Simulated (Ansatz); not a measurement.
Program: Ansatz. Geometries: PBE0-D4/def2-TZVP. ΔE: electronic, gas phase. CCSD(T)/CBS adds triple-zeta CCSD(T) − MP2 to the extrapolated MP2 energy (def2 sets, frozen cores). Each species was taken in one conformer, which may not be the lowest.

`C[SiH2][CH2][AlH2]` + `[AlH2][C@H]1C[Si@@H]1S` → `C[SiH2][CH2][AlH][SH]` + `[AlH2][CH]1C[SiH2]1`  (redistribution)

```tsv
species	CCSD(T)/CBS(def2) energy (Eh)
`C[SiH2][CH2][AlH2]`	-612.61937
`[AlH2][C@H]1C[Si@@H]1S`	-1009.16982
`C[SiH2][CH2][AlH][SH]`	-1010.45821
`[AlH2][CH]1C[SiH2]1`	-611.35805
```

Problem. Work out ΔE.

Solution. ΔE = (-1010.45821) + (-611.35805) − (-612.61937) − (-1009.16982) = -0.02707 Eh = -71.1 kJ/mol.

Largest T1 diagnostic among the species: 0.011.
